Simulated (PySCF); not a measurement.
Field gradients at the hydrogen positions

Compound: C6H8ClF.
Geometry (GFN2-xTB, Å), atoms numbered from 1 in this order:
```xyz
16
C6H8ClF angstrom
C      1.7440   -1.0966   -0.3759
C      1.4823    0.1346    0.0479
C      0.1884    0.8040    0.1179
C      0.1263    2.1000    0.4292
C     -1.0920    0.0535   -0.1252
Cl    -1.1369   -0.6506   -1.7745
C     -1.3400   -1.0594    0.8920
F     -1.6523   -0.4893    2.1007
H      0.9922   -1.7716   -0.7456
H      2.7551   -1.4676   -0.3877
H      2.3046    0.7580    0.3764
H     -0.8071    2.6325    0.4894
H      1.0150    2.6691    0.6411
H     -1.9359    0.7484   -0.0798
H     -0.4556   -1.6807    1.0522
H     -2.1957   -1.6754    0.5982
```

Level: PBE0/pcSseg-1 (PySCF, non-relativistic); Q(2H) = 0.00286 b; rigid geometry, the same for H and D, with no vibrational averaging.

**Question.** Rank these positions by the coupling χzz of a deuteron there, largest first.
A. H11 (vinylic hydrogen)
B. H14 (methine hydrogen)
C. H9 (vinylic hydrogen)

**Answer.** C (223 kHz), A (215 kHz), B (193 kHz).

**Question.** Give the electric field gradient Vzz (the principal value of largest size), its asymmetry and the 2H coupling at each hydrogen.

**Answer.** 
```json
{"atom": "H9", "bonded to": "C1", "bond length (Å)": "1.076", "Vzz (au)": "0.3325", "η": "0.06", "χzz (kHz)": "223"}
{"atom": "H10", "bonded to": "C1", "bond length (Å)": "1.077", "Vzz (au)": "0.3364", "η": "0.05", "χzz (kHz)": "226"}
{"atom": "H11", "bonded to": "C2", "bond length (Å)": "1.083", "Vzz (au)": "0.3198", "η": "0.08", "χzz (kHz)": "215"}
{"atom": "H12", "bonded to": "C4", "bond length (Å)": "1.076", "Vzz (au)": "0.3358", "η": "0.06", "χzz (kHz)": "226"}
{"atom": "H13", "bonded to": "C4", "bond length (Å)": "1.076", "Vzz (au)": "0.3357", "η": "0.06", "χzz (kHz)": "226"}
{"atom": "H14", "bonded to": "C5", "bond length (Å)": "1.094", "Vzz (au)": "0.2874", "η": "0.03", "χzz (kHz)": "193"}
{"atom": "H15", "bonded to": "C7", "bond length (Å)": "1.093", "Vzz (au)": "0.2867", "η": "0.07", "χzz (kHz)": "193"}
{"atom": "H16", "bonded to": "C7", "bond length (Å)": "1.095", "Vzz (au)": "0.2862", "η": "0.07", "χzz (kHz)": "192"}
```

**Question.** How does χzz go with the bond length over the 8 C–H bonds?

**Answer.** A straight-line fit has a slope of -18.6 kHz for each 0.01 Å, with a correlation coefficient of -0.99, over lengths from 1.076 to 1.095 Å. The longer bonds have the smaller couplings here.

**Question.** Give the 2H NMR doublet splittings at H12 for a magnetic field along the z, y and x axes of the gradient: 3χ/2, 3χ(1 + η)/4, 3χ(1 − η)/4.

**Answer.** With |χ| = 225.6 kHz and η = 0.060: 338, 179 and 159 kHz, to first order and without motion.

Geometry: GFN2-xTB, one conformer, isolated molecule. GFN2-xTB bond lengths can be off by several hundredths of an ångström, more for odd bonds, and the gradients follow them. The small basis limits the accuracy of the gradients.
